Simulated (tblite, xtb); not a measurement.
C₄H₇O (SMILES C[CH]C(C)=O), doublet, at a GFN2-xTB geometry. Base run: GFN1-xTB run with xtb 6.7.1.

Geometry (Å):
```xyz
12

C     -1.9861     0.3878    -0.0232
C     -0.6341     0.4377     0.5499
C      0.4826    -0.1584    -0.1083
C      1.8137    -0.0261     0.6036
O      0.3795    -0.7443    -1.1855
H     -1.9659    -0.1490    -0.9690
H     -2.3762     1.3969    -0.1801
H     -2.6790    -0.1035     0.6650
H     -0.4840     0.9393     1.4941
H      1.7574    -0.4888     1.5869
H      2.5913    -0.5113     0.0208
H      2.0630     1.0251     0.7342
```
Charge 0, spin multiplicity 2.
All else is at xtb's defaults.
Base energy -16.86508 Eh.

Programs used: tblite, xtb; a row that names a program was run with it.

Each row names what was changed in the base input (with any setting that the change needs).

```
change                                                         ΔE vs base (kcal/mol)  dipole (D)  G_solv (kcal/mol)  SCF cycles
-------------------------------------------------------------  ---------------------  ----------  -----------------  ----------
base                                                                           0.000        4.54                  -          10
alpb = benzene                                                                 -6.33        4.91              -6.66           9
etemp = 1000                                                                  -0.012        4.53                  -          10
alpb = cs2                                                                     -5.82        4.87              -6.09           9
program = tblite; method = gfn1; option = (--efield, 0,0,0.1)                  -1.83           -                  -           -
etemp = 10000                                                                 -23.17        3.97                  -          10
acc = 1000                                                                     0.000        4.53                  -           6
acc = 0.1                                                                      0.000        4.54                  -          12
program = tblite; method = gfn1; option = --grad                               0.000           -                  -           -
gbsa = toluene                                                                 -7.22        5.07              -7.87          10
```

ALPB and GBSA are two models with their own fitted parameters for each solvent, which aren't always the measured dielectric constant.
